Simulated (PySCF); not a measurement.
Species: C7H15FP2.
Numbering: `[CH3:1][CH:2]([CH3:3])/[C:4]([F:5])=[P:6]\[CH2:7][P:8]([CH3:9])[CH3:10]` (hydrogens: H11, H12, H13 on C1; H14 on C2; H15, H16, H17 on C3; H18, H19 on C7; H20, H21, H22 on C9; H23, H24, H25 on C10)

Geometry (PBE0-D3(BJ)/def2-SVP, Å), atoms numbered from 1 in this order:
```
atom  x, y, z in Å
C1    -3.2187   -0.3904    0.5980
C2    -1.8717   -0.2630   -0.1188
C3    -1.8814   -0.9566   -1.4828
C4    -1.5098    1.1792   -0.2767
F5    -2.4262    1.8300   -1.0133
P6    -0.2265    2.1236    0.2871
C7     0.8000    0.8774    1.2197
P8     1.7081   -0.3258    0.1232
C9     2.9131   -1.0078    1.3496
C10    2.8144    0.8444   -0.7809
H11   -3.1862    0.0753    1.5944
H12   -4.0160    0.0994    0.0197
H13   -3.4860   -1.4509    0.7206
H14   -1.0925   -0.7387    0.4940
H15   -0.8830   -0.9178   -1.9417
H16   -2.6023   -0.4756   -2.1608
H17   -2.1670   -2.0134   -1.3693
H18    0.1836    0.3040    1.9315
H19    1.5180    1.4653    1.8184
H20    3.4679   -0.2181    1.8828
H21    3.6332   -1.6592    0.8306
H22    2.3766   -1.6255    2.0860
H23    2.2141    1.4544   -1.4728
H24    3.3692    1.5150   -0.1042
H25    3.5345    0.2661   -1.3793
```

Computed with PySCF at PBE0/pcSseg-1, non-relativistic, on one gas-phase PBE0-D3(BJ)/def2-SVP geometry that isn't relaxed in the solvent. The solvent is an IEF-PCM continuum (cavity from Bondi-type radii × 1.2). Specific hydrogen bonds and non-electrostatic terms are outside this model.

Gas phase at PBE0/pcSseg-1: HOMO -6.61 eV, LUMO -1.29 eV, dipole 2.72 D.

What does the continuum do to the energy, the frontier levels and the dipole at PBE0/pcSseg-1 in benzene and water?

| solvent | ε | E(solvent) − E(gas) (kcal/mol) | polarisation term (kcal/mol) | distortion of the solute (kcal/mol) | HOMO (eV) | LUMO (eV) | dipole (D) |
| --- | --- | --- | --- | --- | --- | --- | --- |
| benzene | 2.271 | -1.97 | -2.13 | 0.16 | -6.57 | -1.30 | 3.15 |
| water | 78.36 | -4.79 | -5.82 | 1.03 | -6.58 | -1.37 | 3.82 |

Polarisation term: ½ Σ q·V over the induced surface charges. Distortion: the rise of the solute's own energy as its density leaves the gas-phase optimum. From benzene to water the lowering changes by a factor 2.42, Onsager's factor (ε − 1)/(2ε + 1) by 2.14 and ε itself by 34.5.

Which radius a makes the point-dipole formula ΔE = −[(ε − 1)/(2ε + 1)]·μ²/a³ give the value in water, with the gas-phase dipole?

μ = 1.070 au and |ΔE| = 0.00763 Eh give a = 2.22 Å; the farthest nucleus lies 4.06 Å from the centroid of the nuclei, so such a sphere wouldn't even hold the nuclei. The formula assumes a rigid point dipole at the centre of a sphere.

Give the dipole vector in the frame of the coordinates (D, pointing from negative to positive charge), gas and water.

Gas (1.33, -1.93, 1.39), solvent (1.83, -2.52, 2.21). Its length changes by +41 % and its direction by 5°.

Which Hirshfeld charges (PBE0/pcSseg-1) respond most in benzene (means over atoms taken as equivalent)?

```tsv
atoms	environment	gas (e)	solvent (e)	change
P6	phosphorus bonded to 2 C	+0.039	+0.027	-0.012
P8	phosphine phosphorus	+0.167	+0.162	-0.005
F5	fluorine bonded to C	-0.064	-0.070	-0.006
H18/H19	methylene hydrogen	+0.038	+0.041	+0.003
C7	sp3 carbon bound to phosphorus	-0.164	-0.162	+0.002
H14	methine hydrogen	+0.032	+0.033	+0.001
H20 (×6)	methyl hydrogen	+0.041	+0.042	+0.001
C4	carbon bonded to C, F and P	+0.048	+0.047	-0.001
```
